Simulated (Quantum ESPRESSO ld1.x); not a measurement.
Species: Pb XXXIX. Configuration: [Kr] 4d8. Calculated with ld1.x of Quantum ESPRESSO 7.5: Dirac Kohn-Sham, PBE, spin-unpolarised, spherical densities, point nucleus; open shells fill j = l - 1/2 first.

Spin-orbit splittings of the eigenvalues, e(l+1/2) - e(l-1/2), with zeta = 2 splitting/(2l+1) and mean radii in bohr:

| shell | occ. | splitting (eV) | zeta (eV) | <r> j=l-1/2 | <r> j=l+1/2 |
|---|---|---|---|---|---|
| 2p | 6 | 2189 | 1459 | 0.05488 | 0.06381 |
| 3p | 6 | 496.1 | 330.8 | 0.1633 | 0.1790 |
| 3d | 10 | ? | ? | 0.1555 | 0.1602 |
| 4p | 6 | 148.8 | 99.22 | 0.3549 | 0.3801 |
| 4d | 8 | 30.81 | 12.33 | 0.3702 | 0.3773 |

Estimate the 3d splitting.

Answer. 105.6 eV (zeta = 42.25 eV).
